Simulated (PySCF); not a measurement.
KS: everyday levels beside a composite calculation

PySCF; the state is a doublet (π ↑). The composite is CCSD(T) extrapolated to the basis-set limit from two correlation-consistent sets, with core-valence (CV) and scalar-relativistic (SR) terms as its label shows; it has no spin–orbit coupling and nothing beyond (T). Here it is CCSD(T)/CBS(DT)+CV. It gives Re = 2.815 Å, ωe = 256 cm⁻¹ and De = 2.67 eV to K + S.

```csv
level,basis,relativity,Re (Å),ωe (cm⁻¹),De (eV)
UHF,x2c-TZVPPall,spin-free X2C,2.896,248,1.54
UHF-MP2,x2c-TZVPPall,spin-free X2C,2.846,258,2.40
UHF-SCS-MP2,"6-31G(d,p)",no relativity,2.875,242,2.06
UHF-CCSD,x2c-SVPall,spin-free X2C,2.860,252,1.87
UHF-CCSD(T),x2c-SVPall,spin-free X2C,2.862,250,1.91
UHF-CCSD(T),x2c-TZVPPall,spin-free X2C,2.853,256,2.38
PBE,"6-31G(d,p)",no relativity,2.812,246,2.70
PBE,def2-SVPD,no relativity,2.867,245,2.72
TPSSh,x2c-TZVPPall,spin-free X2C,2.839,250,2.70
r²SCAN0,x2c-SVPall,spin-free X2C,2.828,261,2.50
```

Question: Give the difference of each row from the composite.

Answer: 

```tsv
level	basis	ΔRe (pm)	Δωe (%)	ΔDe (eV)
UHF	x2c-TZVPPall	+8.1	-3.1	-1.13
UHF-MP2	x2c-TZVPPall	+3.1	+0.8	-0.27
UHF-SCS-MP2	6-31G(d,p)	+6.0	-5.5	-0.61
UHF-CCSD	x2c-SVPall	+4.5	-1.6	-0.80
UHF-CCSD(T)	x2c-SVPall	+4.7	-2.3	-0.76
UHF-CCSD(T)	x2c-TZVPPall	+3.8	+0.0	-0.29
PBE	6-31G(d,p)	-0.3	-3.9	+0.03
PBE	def2-SVPD	+5.2	-4.3	+0.05
TPSSh	x2c-TZVPPall	+2.4	-2.3	+0.03
r²SCAN0	x2c-SVPall	+1.3	+2.0	-0.17
```

Question: Which rows come closest in De?

Answer: PBE in 6-31G(d,p) (+0.03 eV); TPSSh in x2c-TZVPPall (+0.03 eV), counted from the composite.

Correlated steps freeze 10 core orbitals. Correlated levels converge slowly with the basis: in double zeta they bind strong bonds too weakly, by up to about 1 eV, and carry superposition errors of some tenths. The state is the lowest determinant that a PBE0 search found; another state may lie lower at other levels.
